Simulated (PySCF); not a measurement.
**How methods differ on the excitation energy of B²⁺**

B²⁺ [He] 2s1 (2S) → B²⁺ [He] 2p1 (2P), as a difference of total energies. Calculation: PySCF 2.14, in x2c-QZVPPall; scalar relativity by spin-free X2C-1e. Correlated levels: valence and next inner shell: nothing frozen. The calculations carry no spin-orbit coupling.

```json
{"method": "UHF", "excitation energy (cm⁻¹)": "48840"}
{"method": "LDA", "excitation energy (cm⁻¹)": "43233"}
{"method": "PBE", "excitation energy (cm⁻¹)": "42785"}
{"method": "PBE0", "excitation energy (cm⁻¹)": "44310"}
{"method": "r2SCAN", "excitation energy (cm⁻¹)": "43385"}
{"method": "wB97M-V", "excitation energy (cm⁻¹)": "45398"}
{"method": "HSE06", "excitation energy (cm⁻¹)": "44095"}
{"method": "r2SCAN0", "excitation energy (cm⁻¹)": "44770"}
{"method": "r2SCANh", "excitation energy (cm⁻¹)": "43940"}
{"method": "ROHF", "excitation energy (cm⁻¹)": "48856"}
{"method": "MP2 (valence and next inner shell)", "excitation energy (cm⁻¹)": "48528"}
{"method": "SCS-MP2 (valence and next inner shell)", "excitation energy (cm⁻¹)": "48625"}
```

The basis was made for the ground configuration and has no added diffuse functions, so the excitation energy can come out too high.
